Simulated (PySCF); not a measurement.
Computed IR spectrum (relative IR intensity) of a molecule ClFH₅NSi₂. Geometry: r2SCAN-D4/def2-SVP. Other conformers were not sampled. Computed with r2SCAN-D4/def2-SVP run with PySCF. Frequencies are harmonic and unscaled.

Lines under 2 % of the strongest are left out, and lines within 2 cm⁻¹ are merged.

```tsv
ν (cm⁻¹)	relative intensity
76	2.4
239	8.0
310	19
412	77
436	5.6
492	20
512	75
686	26
744	11
797	81
846	12
876	69
885	100
934	27
940	68
1544	25
2216	47
2236	44
2248	68
3571	23
3672	24
```

Question: Which molecule gave these data?
A. F[Si@H](Cl)N[SiH3]
B. N[Si@@H](Cl)[SiH2]F
C. F[SiH2]N[SiH2]Cl
D. N[Si@@](F)([SiH3])Cl

Answer: B, N[Si@@H](Cl)[SiH2]F
